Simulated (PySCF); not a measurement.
BiS⁻: one state, many levels of theory

State: ³Σ⁻ (triplet), unpaired electrons π ↑↑. Set-up: PySCF, scalar-relativistic core potentials, basis sets Bi def2-SVPD with ECP60, S def2-SVPD. De refers to Bi + S⁻ in their high-spin ground configurations, without counterpoise correction. The functionals are run spin-unrestricted. A positive dipole points towards S; it is taken about the centre of mass and depends on that origin. Levels whose curve was spin-contaminated or gave no clean fit are not listed.

```csv
Level,Re (Å),ωe (cm⁻¹),De (eV),μ (D),"CPU s a point (SCF and correlation, without the integrals)"
UHF,2.443,366,n/a,-6.94,0.18
UHF-CCSD,2.470,351,n/a,n/a,n/a
UHF-CCSD(T),2.482,348,n/a,n/a,5.8
PBE,2.470,350,3.10,-5.63,0.68
PW91,2.469,350,3.11,-5.66,0.8
r²SCAN,2.449,364,2.86,-5.76,0.75
PBE0,2.437,373,2.81,-5.85,0.89
MN15,2.430,373,2.80,-5.96,0.93
M06-2X,2.449,364,2.40,-6.71,0.9
```

Problem. What does a quarter of exact exchange do here, going from PBE to PBE0?

Solution. PBE0 less PBE: -3.3 pm in Re, +6.6 % in ωe, -0.29 eV in De. Exact exchange removes part of the self-interaction that spreads semilocal densities, and in most molecules shortens and stiffens the bond and lowers De; so it does here.

Problem. What does the step from GGA to meta-GGA do here, going from PBE to r²SCAN?

Solution. r²SCAN less PBE: -2.1 pm in Re, +4.0 % in ωe, -0.24 eV in De. 

Correlated steps freeze 9 core orbitals. Spin–orbit coupling is left out, which matters for elements this heavy, above all for dissociation energies. For an ion De counts to the pair picked by the measured ionisation energies or electron affinities, which need not be the lowest pair at this level. The highest Kohn–Sham level is positive in this anion. Much of that is self-interaction error, but it also means that the finite basis helps to hold the extra electron. The state was picked by a PBE0 search and need not be the measured ground state.

The whole job (state search and all levels along the bond) took about 2.4 min on 1 thread of Intel Xeon 6975P-C (shared host), peak memory 0.74 GiB.
